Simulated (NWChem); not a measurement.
Species: C2H4F2Si; SMILES FC(F)=C[SiH3]

Results from NWChem. Pople sets run with spherical d functions. The level has its own optimisation; frequencies are unscaled.

Problem. Estimate the computed values for B3LYP/6-31G*. Quantities: r C–F (Å); r C–C (Å); r C–Si (Å); r C–H (Å); highest harmonic frequency (cm⁻¹); lowest (cm⁻¹); zero-point energy (kcal/mol); dipole (D).

Solution. 
```
Property                           Result
---------------------------------  ------
r C–F (Å)                           1.326
r C–C (Å)                           1.328
r C–Si (Å)                          1.864
r C–H (Å)                           1.087
highest harmonic frequency (cm⁻¹)    3199
lowest (cm⁻¹)                          46
zero-point energy (kcal/mol)         32.9
dipole (D)                           0.71
```
